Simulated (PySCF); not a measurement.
# C5H14GeO: core ionisation energies

GeH2Me(OtBu), C5H14GeO.
Structure used (PBE0-D3(BJ)/def2-SVP), in Å, numbered top down from 1:
```xyz
21
C5H14GeO angstrom
Ge     0.3739    1.8407    0.2033
H      0.3980    1.9411    1.7458
H      1.8229    1.8923   -0.3319
C     -0.7355    3.2160   -0.5914
H     -0.3709    4.2153   -0.3125
H     -1.7720    3.1048   -0.2434
H     -0.7191    3.1236   -1.6864
O     -0.4186    0.3242   -0.3077
C     -0.0260   -1.0006    0.0193
C     -0.1084   -1.2247    1.5280
C     -1.0273   -1.8981   -0.7005
C      1.3881   -1.2796   -0.4871
H      0.1066   -2.2730    1.7841
H      0.6166   -0.5944    2.0668
H     -1.1160   -0.9760    1.8932
H     -2.0464   -1.6755   -0.3520
H     -0.8149   -2.9624   -0.5191
H     -0.9886   -1.7079   -1.7830
H      2.1302   -0.6517    0.0309
H      1.4529   -1.0672   -1.5648
H      1.6677   -2.3309   -0.3211
```

Theory: delta-SCF UKS SCAN, pcX-2 on the ionised atom, pcseg-1 elsewhere, spin-free X2C in PySCF. Vertical ΔSCF values, vacuum level as zero.

**Question.** List the computed XPS lines with their assignment.

**Answer.** 
| atom(s) | bonded to | level | binding energy (eV) | above the level's lowest (eV) | count |
| --- | --- | --- | --- | --- | --- |
| O8 | C and Ge | O 1s | 536.81 | 0.00 | 1 |
| C9 | O and 3 C | C 1s | 291.77 | +1.51 | 1 |
| C4 | 3 H and Ge | C 1s | 290.26 | 0.00 | 1 |
| C10/C11/C12 | C and 3 H | C 1s | 290.26 | 0.00 | 3 |

The listed C 1s values span 1.51 eV, from C10/C11/C12 (bonded to C and 3 H) to C9 (bonded to O and 3 C). The values 290.26 and 290.26 eV lie too close for their order to be trusted.

**Question.** Express the binding energy of C 1s of C9 in atomic units and per mole.

**Answer.** 291.77 eV = 10.7223 Eh = 28152 kJ/mol.

One atom of each set of topologically equivalent atoms was ionised and stands for the set; in this conformer not all members are related by symmetry, and their own values weren't computed. No level of germanium is listed. One conformer (not necessarily the lowest) at the PBE0-D3(BJ)/def2-SVP geometry, without solvent, vibrations or thermal averaging.
